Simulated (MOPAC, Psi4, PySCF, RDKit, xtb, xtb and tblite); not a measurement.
Two geometries of SMILES c1ccccc1[SiH2]N (C6H9NSi), relaxed at GFN2-xTB with one dihedral held; other torsions can differ between them too.

Structure A

```
17

N      2.9606    -0.8620    -0.7782
Si     1.8269     0.4127    -0.5358
C      1.5839     1.2468    -2.2097
C      1.9265     0.6131    -3.3997
C      1.7214     1.2250    -4.6233
C      1.1621     2.4903    -4.6799
C      0.8109     3.1362    -3.5062
C      1.0221     2.5171    -2.2877
H      3.0017    -1.6092    -0.1057
H      3.8848    -0.6474    -1.1157
H      2.2258     1.4395     0.4438
H      0.6027    -0.2542    -0.0840
H      2.3596    -0.3759    -3.3610
H      1.9966     0.7153    -5.5363
H      1.0001     2.9714    -5.6339
H      0.3728     4.1238    -3.5433
H      0.7464     3.0289    -1.3758
```

Structure B

```
17

N      2.5821    -0.8342     0.0758
Si     2.3650     0.4957    -0.9914
C      1.3298     1.7562    -0.0445
C      1.5060     1.9515     1.3217
C      0.7602     2.8865     2.0167
C     -0.1809     3.6540     1.3514
C     -0.3664     3.4796    -0.0094
C      0.3839     2.5409    -0.6948
H      1.9703    -0.9780     0.8603
H      2.9775    -1.6999    -0.2454
H      1.6552     0.1536    -2.2358
H      3.6976     1.0186    -1.3165
H      2.2429     1.3614     1.8483
H      0.9129     3.0198     3.0787
H     -0.7657     4.3855     1.8907
H     -1.0976     4.0770    -0.5359
H      0.2317     2.4126    -1.7575
```

### Question
Which is lower in energy at the level B3LYP-D3(BJ)/def2-SVP // GFN2-xTB (Psi4), and by how much?

### Answer
A is lower, by 5.47 kJ/mol (dihedral H9–N1–Si2–C3: -160° in A, 20° in B).

E(B) − E(A) in kJ/mol at the other levels, on the same two geometries: GFN2-xTB (xtb and tblite) 1.53; MMFF94 // GFN2-xTB (RDKit) 3.81; B3LYP/def2-SVP // GFN2-xTB (Psi4) 5.72; PBE/def2-SVP // GFN2-xTB (Psi4) 6.48; PBE-D3(BJ)/def2-SVP // GFN2-xTB (Psi4) 6.33; UFF // GFN2-xTB (RDKit) 7.97; PM3, restricted, heats of formation // GFN2-xTB (MOPAC) 4.89; PM7, restricted, heats of formation // GFN2-xTB (MOPAC) 3.81; GFN1-xTB // GFN2-xTB (xtb) -0.34; restricted B3LYP/6-31G*, spherical d, density fitting // GFN2-xTB (PySCF) 4.79; restricted Hartree-Fock/STO-3G // GFN2-xTB (PySCF) 5.18; restricted LDA (SVWN5)/6-31G*, spherical d, density fitting // GFN2-xTB (PySCF) 5.66.
